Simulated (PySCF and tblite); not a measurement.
Results of a calculation; reference values are marked as such.
C6H5FSe, numbered as in [CH2:1]=[CH:2][c:3]1[se:4][cH:5][cH:6][c:7]1[F:8].

Geometries GFN2-xTB; weights from PBE0-D3(BJ)/pcSseg-1 energies and GFN2-xTB thermal corrections, with symmetry numbers and mirror pairs. Conformers within 2.5 kcal/mol (GFN2-xTB free energy) were kept, 4 at most. GIAO shieldings: PBE0/pcSseg-1. Shifts are against TMS (¹H), TMS (¹³C), CFCl3 (¹⁹F), Me2Se (⁷⁷Se) at the same level; of two unlike H on one atom, a is the less shielded. (PySCF 2.14, tblite 0.8.)

Task: What shifts does this protocol give at 298.15 K under fast conformational exchange?

Result: ¹H: 7.40 (H5, 1H), 7.24 (H2, 1H), 6.92 (H6, 1H), 5.84 (H1a, 1H), 5.37 (H1b, 1H) ppm. ¹³C: 164.0 (C7), 141.4 (C3), 138.2 (C5), 134.4 (C2), 126.8 (C6), 118.0 (C1) ppm. ¹⁹F: -130.1 (F8) ppm. ⁷⁷Se: 489.4 (Se4) ppm.

Task: How do the conformers differ?

Result: Torsions listed: C1–C2–C3–Se4.
| conformer | shape | weight % |
| --- | --- | --- |
| 1 | 0° | 90.8 |
| 2 | 180° | 9.2 |

```json
{"signal": "H1a", "1": "5.78", "2": "6.38", "average": "5.84"}
{"signal": "H1b", "1": "5.34", "2": "5.69", "average": "5.37"}
{"signal": "H2", "1": "7.30", "2": "6.66", "average": "7.24"}
{"signal": "H5", "1": "7.39", "2": "7.45", "average": "7.40"}
{"signal": "H6", "1": "6.91", "2": "7.04", "average": "6.92"}
{"signal": "C1", "1": "117.5", "2": "122.5", "average": "118.0"}
{"signal": "C2", "1": "134.5", "2": "133.5", "average": "134.4"}
{"signal": "C3", "1": "141.7", "2": "138.0", "average": "141.4"}
{"signal": "C5", "1": "138.1", "2": "138.7", "average": "138.2"}
{"signal": "C6", "1": "126.6", "2": "128.6", "average": "126.8"}
{"signal": "C7", "1": "164.0", "2": "164.7", "average": "164.0"}
{"signal": "F8", "1": "-130.4", "2": "-127.0", "average": "-130.1"}
{"signal": "Se4", "1": "484.1", "2": "541.1", "average": "489.4"}
```

Task: Which signal moves most, for its nucleus, between 250 and 350 K through the change of populations alone?

Result: Se4: 487.7 ppm at 250 K, 489.4 ppm at 298.15 K, 491.1 ppm at 350 K.

Spin–orbit effects of the heavy atoms on shieldings are missing. Unscaled ¹⁹F shifts at such levels can be off by tens of ppm; differences between conformers or isomers are more reliable. Shifts are unscaled: against experiment ¹³C can be off by 15 ppm or more and ¹H by 0.8 ppm.
